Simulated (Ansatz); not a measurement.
Computed with B3LYP-D3(BJ)/def2-TZVP run with Ansatz (a quantum-chemistry and plane-wave program). No frequencies were computed at this level.

Ansatz 0.2 input:
```yaml
crystal:
  periodic: [false, false, false]
  atoms:
    - { symbol: B, position_ang: [2.133695, 0.098524, 0.169275] }
    - { symbol: C, position_ang: [0.617162, 0.036515, 0.051312] }
    - { symbol: C, position_ang: [-0.335487, 1.05504, 0.368514] }
    - { symbol: C, position_ang: [-1.580368, 0.570949, 0.112303] }
    - { symbol: N, position_ang: [-1.449491, -0.708567, -0.351898] }
    - { symbol: C, position_ang: [-0.143406, -1.036923, -0.391774] }
    - { symbol: H, position_ang: [2.65735, 1.06991, 0.559608] }
    - { symbol: H, position_ang: [2.779755, -0.831376, -0.131851] }
    - { symbol: H, position_ang: [-0.098139, 2.030813, 0.743569] }
    - { symbol: H, position_ang: [-2.546721, 1.024256, 0.219892] }
    - { symbol: H, position_ang: [-2.214673, -1.306242, -0.6204] }
    - { symbol: H, position_ang: [0.180323, -2.002901, -0.728552] }
basis:
  gaussian: { orbitals: def2-tzvp }
hamiltonian:
  xc: b3lyp
  dispersion: d3bj
relax:
  max_steps: 150
```

Output:

```
Functional definition: B3LYP
1308 factors; their error is unknown
mean field evaluation 1: about -6403.1306 eV, gradient 6.7e1 eV
mean field evaluation 2: about -6391.0910 eV, gradient 9.6e1 eV
mean field evaluation 4: about -6413.9406 eV, gradient 4.8e0 eV
mean field evaluation 8: about -6414.0059 eV, gradient 2.5e-1 eV
mean field evaluation 16: about -6413.9960 eV, gradient 7.7e-4 eV
mean field -6413.99598266 eV, -235.7100048000 hartree, gradient 1.3e-5 eV, S^2 0.000000; 0 other end points of the search recorded, 0 dependent functions left out
reference -6413.99625974 eV, -235.7100149826 hartree; 21, 21 occupied and 201, 201 virtual orbitals, 1308 factors
relax step   1: F+E_penalty+E_count = -6414.46086648 eV  Δ(F+E_penalty+E_count) = +0.000e0 eV  max|allowed force component| = 8.983e-1 eV/Å  Δτ_max = 0.0000 Å  (32 SCF iters, accepted)
these checks for a lower state are left out or cut short: starts, cluster_reference, orbital_swaps, neighbouring_geometries, increment
1308 factors; their error is unknown
mean field -6414.02389451 eV, -235.7110305418 hartree, gradient 1.3e-5 eV, S^2 0.000000; 0 other end points of the search recorded, 0 dependent functions left out
reference -6414.02417226 eV, -235.7110407487 hartree; 21, 21 occupied and 201, 201 virtual orbitals, 1308 factors
relax step   2: F+E_penalty+E_count = -6414.48988356 eV  Δ(F+E_penalty+E_count) = -2.902e-2 eV  max|allowed force component| = 3.474e-1 eV/Å  Δτ_max = 0.0204 Å  (34 SCF iters, accepted)
these checks for a lower state are left out or cut short: starts, cluster_reference, orbital_swaps, neighbouring_geometries, increment
1308 factors; their error is unknown
mean field evaluation 32: about -6414.0275 eV, gradient 8.2e-3 eV
mean field -6414.02754949 eV, -235.7111648596 hartree, gradient 1.4e-5 eV, S^2 0.000000; 0 other end points of the search recorded, 0 dependent functions left out
reference -6414.02782754 eV, -235.7111750777 hartree; 21, 21 occupied and 201, 201 virtual orbitals, 1308 factors
relax step   3: F+E_penalty+E_count = -6414.49385418 eV  Δ(F+E_penalty+E_count) = -3.971e-3 eV  max|allowed force component| = 6.686e-2 eV/Å  Δτ_max = 0.0124 Å  (34 SCF iters, accepted)
these checks for a lower state are left out or cut short: starts, cluster_reference, orbital_swaps, neighbouring_geometries, increment
1308 factors; their error is unknown
mean field -6414.02785755 eV, -235.7111761806 hartree, gradient 1.4e-5 eV, S^2 0.000000; 0 other end points of the search recorded, 0 dependent functions left out
reference -6414.02813559 eV, -235.7111863984 hartree; 21, 21 occupied and 201, 201 virtual orbitals, 1308 factors
relax step   4: F+E_penalty+E_count = -6414.49413203 eV  Δ(F+E_penalty+E_count) = -2.778e-4 eV  max|allowed force component| = 2.983e-2 eV/Å  Δτ_max = 0.0105 Å  (34 SCF iters, accepted)
these checks for a lower state are left out or cut short: starts, cluster_reference, orbital_swaps, neighbouring_geometries, increment
1308 factors; their error is unknown
mean field -6414.02788882 eV, -235.7111773300 hartree, gradient 1.4e-5 eV, S^2 0.000000; 0 other end points of the search recorded, 0 dependent functions left out
reference -6414.02816685 eV, -235.7111875471 hartree; 21, 21 occupied and 201, 201 virtual orbitals, 1308 factors
relax step   5: F+E_penalty+E_count = -6414.49416238 eV  Δ(F+E_penalty+E_count) = -3.036e-5 eV  max|allowed force component| = 2.758e-3 eV/Å  Δτ_max = 0.0020 Å  (34 SCF iters, accepted)
1308 factors; their error is unknown
mean field evaluation 64: about -6414.0382 eV, gradient 4.1e-2 eV
mean field -6414.02788882 eV, -235.7111773300 hartree, gradient 1.4e-5 eV, S^2 0.000000; 1 other end points of the search recorded, 0 dependent functions left out
reference -6414.02816685 eV, -235.7111875471 hartree; 21, 21 occupied and 201, 201 virtual orbitals, 1308 factors
Total energy: -6414.49444040 eV, -235.7283227844 hartree
Atom 0 at     2.124324     0.088815     0.165229 Å, force    -0.000895    -0.001629    -0.000633 eV/Å
Atom 1 at     0.619045     0.049651     0.056883 Å, force     0.001291     0.002374     0.001068 eV/Å
Atom 2 at    -0.346189     1.071863     0.374011 Å, force    -0.002758     0.000185    -0.000175 eV/Å
Atom 3 at    -1.592936     0.583610     0.116091 Å, force     0.002312     0.000753     0.000419 eV/Å
Atom 4 at    -1.442247    -0.711353    -0.352474 Å, force    -0.001809    -0.002133    -0.000881 eV/Å
Atom 5 at    -0.130554    -1.037932    -0.391250 Å, force    -0.001766    -0.000880    -0.000429 eV/Å
Atom 6 at     2.685739     1.065579     0.560783 Å, force    -0.000196     0.000778     0.000248 eV/Å
Atom 7 at     2.771384    -0.866328    -0.146944 Å, force    -0.000065    -0.000126    -0.000073 eV/Å
Atom 8 at    -0.118220     2.055133     0.751128 Å, force    -0.000347    -0.000966    -0.000355 eV/Å
Atom 9 at    -2.570149     1.023359     0.217498 Å, force     0.001880    -0.000249    -0.000000 eV/Å
Atom 10 at    -2.198902    -1.315604    -0.622664 Å, force     0.001955     0.001512     0.000698 eV/Å
Atom 11 at     0.198704    -2.006795    -0.728295 Å, force     0.000399     0.000380     0.000115 eV/Å
Dipole moment:    -0.737707    -0.287668    -0.152160 e Å
```

Cost: very roughly 70 core-seconds.
